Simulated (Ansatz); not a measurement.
The cluster Sr4S5⁻, relaxed as a doublet with UKS r2SCAN-D4/def2-SVP in Ansatz, starting from packed atoms. Force threshold 0.03 eV/Å.

In the def2 sets Sr takes a core potential; there is no spin–orbit coupling. The structure comes from a short search, and lower isomers may exist.

Start:

```tsv
atom	x (Å)	y (Å)	z (Å)
Sr1	-0.8440	3.5206	1.0364
Sr2	2.1516	0.8594	-1.7566
Sr3	0.2283	-1.4707	1.9640
Sr4	-2.9823	-0.2230	-1.6999
S5	-0.3704	1.0647	-0.2348
S6	-2.3063	-1.7853	0.8354
S7	2.7038	-1.9104	-0.2678
S8	1.4837	1.4200	1.3368
S9	-0.0645	-1.4753	-1.2134
```

```json
{"step": "1", "energy (eV)": "-57508.3647", "largest force component (eV/Å)": "2.269", "SCF passes": "75"}
{"step": "2", "energy (eV)": "-57509.7936", "largest force component (eV/Å)": "1.826", "SCF passes": "52"}
{"step": "3", "energy (eV)": "-57511.4660", "largest force component (eV/Å)": "1.848", "SCF passes": "47"}
{"step": "4", "energy (eV)": "-57512.9745", "largest force component (eV/Å)": "1.731", "SCF passes": "45"}
{"step": "5", "energy (eV)": "-57513.9547", "largest force component (eV/Å)": "1.548", "SCF passes": "43"}
{"step": "6", "energy (eV)": "-57514.8364", "largest force component (eV/Å)": "1.466", "SCF passes": "43"}
{"step": "7", "energy (eV)": "-57515.4525", "largest force component (eV/Å)": "0.968", "SCF passes": "29"}
{"step": "8", "energy (eV)": "-57515.7950", "largest force component (eV/Å)": "0.622", "SCF passes": "28"}
{"step": "9", "energy (eV)": "-57516.0596", "largest force component (eV/Å)": "0.454", "SCF passes": "27"}
{"step": "10", "energy (eV)": "-57516.3340", "largest force component (eV/Å)": "0.482", "SCF passes": "26"}
{"step": "11", "energy (eV)": "-57516.6146", "largest force component (eV/Å)": "0.567", "SCF passes": "26"}
{"step": "12", "energy (eV)": "-57516.8818", "largest force component (eV/Å)": "0.628", "SCF passes": "27"}
{"step": "13", "energy (eV)": "-57517.1856", "largest force component (eV/Å)": "0.692", "SCF passes": "27"}
{"step": "14", "energy (eV)": "-57517.5272", "largest force component (eV/Å)": "0.675", "SCF passes": "27"}
{"step": "15", "energy (eV)": "-57517.8276", "largest force component (eV/Å)": "0.332", "SCF passes": "27"}
{"step": "16", "energy (eV)": "-57517.8394", "largest force component (eV/Å)": "0.333", "SCF passes": "28"}
{"step": "17", "energy (eV)": "-57517.8538", "largest force component (eV/Å)": "0.287", "SCF passes": "27"}
{"step": "18", "energy (eV)": "-57517.8907", "largest force component (eV/Å)": "0.025", "SCF passes": "22"}
```

Force components are those of the run's own axes.

End:

```xyz
9

Sr   -1.135    2.064    1.322
Sr    1.611    0.667   -1.149
Sr    0.508   -1.530    1.332
Sr   -2.198   -0.394   -1.332
S    -0.965    2.128   -1.496
S    -2.287   -0.509    1.477
S     2.907   -1.792   -0.290
S     1.430    1.192    1.695
S     0.129   -1.826   -1.559
```

Bonds lost: Sr3–S5, S5–S8 (atoms count from 1). Bonds formed: Sr1–S6 (atoms count from 1). Metal–metal contacts that move far: Sr1–Sr4 5.11 to 3.77 Å, Sr2–Sr3 4.79 to 3.49 Å, Sr2–Sr4 5.25 to 3.96 Å, Sr1–Sr3 5.19 to 3.95 Å, Sr3–Sr4 5.03 to 3.96 Å, Sr1–Sr2 4.88 to 3.95 Å.

No frequencies were taken in this run, so the end may be a saddle point.

Run time 7.1 min (4 threads of Intel Xeon on a shared host).
